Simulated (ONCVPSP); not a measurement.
# arsenic: one change to an ONCV potential, before and after

```
Element                 : arsenic (As)
Generator               : ONCVPSP 4.0.1
Type                    : optimised norm-conserving Vanderbilt (ONCV)
Functional              : LDA (Perdew-Wang 92)
Relativity              : scalar-relativistic
Frozen core             : [Ar]
Valence charge          : 15
Reference configuration : 3d10 4s2 4p3
Partial waves           : 4s: rc 1.70 bohr, ncon 4, nbas 7, qcut 3.8 1/bohr, 1 projector; 4p: rc 2.00 bohr, ncon 5, nbas 8, qcut 3.5 1/bohr, 3 projectors, debl 3.8 Ha; 3d: rc 0.95 bohr, ncon 5, nbas 9, qcut 15.1 1/bohr, 1 projector
Local potential         : polynomial inside 0.90 bohr (lpopt 5, dvloc0 -1 Ha)
Core correction         : Teter function, fcfact 4, rcfact 1.75
```

All-electron outer shells of the reference configuration (LDA (PZ), scalar-relativistic, ld1.x):

```
shell  level (eV)  outermost node (bohr)  outermost maximum (bohr)
   3s     -189.50                   0.25                      0.52
   3p     -133.41                   0.22                      0.52
   3d      -40.89                      –                      0.47
   4s      -14.70                   0.73                      1.61
   4p       -5.35                   0.78                      1.97
```

Change: d: ncon 4, nbas 8.

Cutoffs: the cutoffs (Ha) at which the residual kinetic energy of the hardest occupied pseudo-wave falls to 1 and 0.1 mHa per electron; they do not see the model core or the augmentation charge, which bear on the density cutoff. Errors are all-electron minus pseudo energies relative to the spin-unpolarised reference configuration.

Q: How do hardness, ghosts and transferability respond?

A: The potential gets softer (110 Ha and 287 Ha → 102 Ha and 117 Ha); both files keep a bound ghost (s); the errors of the 4 common tests hardly move.

```csv
quantity,base,changed
"cutoff, loose",110 Ha,102 Ha
"cutoff, tight",287 Ha,117 Ha
loose cutoff by channel,"s 22 Ha, p 9.6 Ha, d 110 Ha","s 22 Ha, p 9.6 Ha, d 102 Ha"
bound ghosts,s,s
GHOST(+) flags under 300 eV,p at 299.5 eV,p at 299.5 eV
"error for 3d10 4s2 4p2, meV [ΔE 9.32 eV]",-0.8,-0.8
"error for 3d10 4s2 4p1, meV [ΔE 27.48 eV]",+0.4,+0.4
"error for 3d10 4s2 4p0, meV [ΔE 55.51 eV]",+10.0,+10
"error for 3d9 4s2 4p3, meV [ΔE 51.10 eV]",-498,-476
s: phases at 1.72 bohr within 0.05 rad from the reference energy up to (Ha; the scan ends near 5),2.7,2.7
p: phases at 2.02 bohr within 0.05 rad from the reference energy up to (Ha; the scan ends near 5),to the end of the scan,to the end of the scan
d: phases at 0.96 bohr within 0.05 rad from the reference energy up to (Ha; the scan ends near 5),3.0,2.7
"rms error of d²Exc/dni dnj with the model core, mHa",1.76,1.32
```

 A true bound ghost makes a file unfit for plane-wave use even where its test errors are small: the radial tests pick states by their node count and pass the ghost by.
